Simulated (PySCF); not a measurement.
# Polarisability and C₆ of Rh (rhodium, neutral)

[Kr] 4d9, 2D determinant (an excited configuration). Calculation: PySCF 2.14, in x2c-TZVPPall with one added diffuse shell each of s, p, d, f type (9s7p7d3f1g, 95 functions); scalar relativity by spin-free X2C-1e. Coupled (time-dependent) response in atomic units; α is the mean over directions.

```tsv
method	mean α (bohr³)	α xx, yy, zz	C₆ (like pair)	S(−4)
BLYP	41.07	40.53, 40.53, 42.15	322.9	1282
PW91	41.22	40.88, 40.88, 41.91	324.6	1285
```

S(−4) is the Cauchy moment in α(ω) = α(0) + S(−4) ω² + …

Spin-orbit coupling is absent.

α(iu) at PW91:

```
u (hartree)  α(iu) (bohr³)
          0          41.22
     0.0500          38.33
      0.100          32.30
      0.200          22.20
      0.300          16.60
      0.500          11.02
      0.750          7.528
       1.00          5.517
       1.50          3.378
       2.00          2.303
       3.00          1.270
       5.00         0.5509
```

A single London oscillator, α(iu) = α/(1 + u²/ω²), gives C₆ = (3/4) ω α². Matching the computed C₆ needs ω = 4 × 324.6 / (3 × 41.22²) = 0.255 hartree.

The components differ because the open shell of this determinant is not spherical; for a pure term their mean is the scalar polarisability.

⟨L²⟩ = 8.40 against 6 for a pure D term, so this real determinant mixes terms. ⟨S²⟩ = 1.38 against 0.75 shows spin contamination. The s, p, d and f populations moved away from the nominal configuration during the SCF.
